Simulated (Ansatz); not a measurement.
Ansatz (an electronic-structure program) input (CCSD(T)/def2-SV(P)): A basis named .json is the Basis Set Exchange file of that set (core-valence sets with the plain set on hydrogen).

Ansatz 0.2 input:
```yaml
crystal:
  periodic: [false, false, false]
  atoms:
    - {symbol: H, position_ang: [0.00000000, 0.00000000, 0.00000000]}
basis:
  gaussian:
    orbitals: def2-SV_P_.json
magnetization: {spin_polarized: true, initial_magnetization: 1}
correlation: {method: ccsd_t, electrons: outside_noble_gas}
scf: {lower_state_search: full}
```

Output:

```
Functional definition: HF
integrals: 0.00 GiB planned
3 factors; integrals over basis functions are off by at most 5.1e-7 eV
mean field: 0.04 GiB planned
mean field evaluation 1: about -13.5520 eV, gradient 1.6e0 eV
mean field evaluation 2: about -13.5520 eV, gradient 1.6e0 eV
mean field evaluation 4: about -13.5862 eV, gradient 1.5e-4 eV
mean field evaluation 8: about -13.5861 eV, gradient 3.2e-12 eV
mean field evaluation 16: about -13.5520 eV, gradient 1.6e0 eV
mean field -13.58605754 eV, -0.4992784057 hartree, gradient 3.2e-8 eV, S^2 0.750000; 2 other end points of the search recorded, 0 dependent functions left out
reference -13.58605754 eV, -0.4992784057 hartree; 1, 0 occupied and 1, 2 virtual orbitals, 3 factors
second order 0.00000000 eV of doubles, -0.00000000 eV of singles
coupled cluster: 0.04 GiB planned
cycle   1  -0.00000000 eV  change  -3.3e-18 eV  update  2.0e-10
perturbative correction 0.00000000 eV, 0.0000000000 hartree
Total energy: -13.58605754 eV, -0.4992784057 hartree
```
